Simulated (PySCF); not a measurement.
SCF from a fresh guess for doublet TcSBr₂, at the PBE0 minimum. PySCF input:

```python
from pyscf import gto, scf, dft
mol = gto.M(atom='''
Tc     0.376850    -0.000000     0.000000
S      2.402510     0.000000     0.000000
Br    -0.722810     2.072580     0.000000
Br    -0.722810    -2.072580     0.000000''',
    basis={'Tc': 'def2-SVP', 'S': 'def2-SVP', 'Br': 'def2-SVP'},
    ecp={'Tc': 'def2-SVP'},
    charge=0, spin=1)
mf = dft.UKS(mol, xc='PBE0')
mf.grids.atom_grid = (50, 194)
aux = {'Tc': 'def2-universal-JKFIT', 'S': 'def2-universal-JKFIT', 'Br': 'def2-universal-JKFIT'}
mf = mf.density_fit(auxbasis=aux)
mf.conv_tol = 1e-08
mf.diis_space = 10
mf.max_cycle = 60
mf.init_guess = 'minao'
mf.verbose = 4
mf.kernel()
```

Excerpt of the output (cycles alone):

```
init E= -5615.44566679369
cycle= 1 E= -5625.67204833022  delta_E= -10.2  |g|= 0.633  |ddm|= 2.54
cycle= 2 E= -5623.6800320625  delta_E= 1.99  |g|= 1.84  |ddm|= 3.21
cycle= 3 E= -5625.88330589675  delta_E= -2.2  |g|= 0.133  |ddm|= 2.89
cycle= 4 E= -5625.8783795137  delta_E= 0.00493  |g|= 0.159  |ddm|= 0.303
cycle= 5 E= -5625.89330144422  delta_E= -0.0149  |g|= 0.0437  |ddm|= 0.224
cycle= 6 E= -5625.89442751671  delta_E= -0.00113  |g|= 0.0172  |ddm|= 0.0579
cycle= 7 E= -5625.89463621298  delta_E= -0.000209  |g|= 0.00885  |ddm|= 0.0209
cycle= 8 E= -5625.89477630566  delta_E= -0.00014  |g|= 0.00223  |ddm|= 0.0299
cycle= 9 E= -5625.89480654405  delta_E= -3.02e-05  |g|= 0.0023  |ddm|= 0.0139
cycle= 10 E= -5625.89482475766  delta_E= -1.82e-05  |g|= 0.00115  |ddm|= 0.012
cycle= 11 E= -5625.89483183874  delta_E= -7.08e-06  |g|= 0.000225  |ddm|= 0.0116
cycle= 12 E= -5625.89483203566  delta_E= -1.97e-07  |g|= 0.000142  |ddm|= 0.00158
cycle= 13 E= -5625.89483207587  delta_E= -4.02e-08  |g|= 3.38e-05  |ddm|= 0.000591
cycle= 14 E= -5625.89483208212  delta_E= -6.25e-09  |g|= 1.83e-05  |ddm|= 0.000238
Extra cycle  E= -5625.89483208426  delta_E= -2.15e-09  |g|= 1.91e-05  |ddm|= 0.000127
converged SCF energy = -5625.89483208426  <S^2> = 0.7884564  2S+1 = 2.0380936
```

No lower solution of this spin was found from smeared starts or by a stability analysis within the unrestricted form.

Open d and f shells are described by one determinant, and the ground state may have another occupation or spin.

The search for the lowest solution, 3 starts and the stability check together, took 31 s on 4 threads of a shared Arm Neoverse V2 host, with 113 basis functions; the process peaked at 0.53 GiB. Launch command: `OMP_NUM_THREADS=4 python axn.py task.json out`.
